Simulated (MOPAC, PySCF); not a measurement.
CH2B2O, SMILES `C1B2OB12`, neutral singlet in the gas phase. 

Z-matrix (Å, degrees):
```
C
H 1 1.0882
H 1 1.0883 2 111.73
B 1 1.5571 2 117.51 3 -140.09
O 4 1.3851 1 105.51 2 -111.15
B 5 1.3851 4 79.58 1 0.02
```
Charge 0, multiplicity 1.

All levels are single points at this geometry (r2SCAN-D4/def2-TZVP); Pople sets use spherical d functions. Orbital energies aren't observables, and empty levels follow the basis.

B3LYP/3-21G in PySCF gives gap (eV) = 3.91.

Question: Estimate the gap (eV) from each of these levels: r2SCAN-D4/def2-TZVP in PySCF; B3LYP/6-311+G** in PySCF; B3LYP/6-31G* in PySCF; BP86/6-31G* in PySCF; M06-2X/6-31G* in PySCF; PBE/6-31G* in PySCF; SVWN5/6-31G* in PySCF; HF/3-21G in PySCF; HF/STO-3G in PySCF; AM1 in MOPAC; PM3 in MOPAC; PM7 in MOPAC.

Answer: 
```csv
level,gap (eV)
r2SCAN-D4/def2-TZVP in PySCF,2.85
B3LYP/6-311+G** in PySCF,3.83
B3LYP/6-31G* in PySCF,3.92
BP86/6-31G* in PySCF,2.66
M06-2X/6-31G* in PySCF,5.95
PBE/6-31G* in PySCF,2.66
SVWN5/6-31G* in PySCF,2.61
HF/3-21G in PySCF,8.87
HF/STO-3G in PySCF,10.17
AM1 in MOPAC,8.52
PM3 in MOPAC,9.32
PM7 in MOPAC,5.54
```
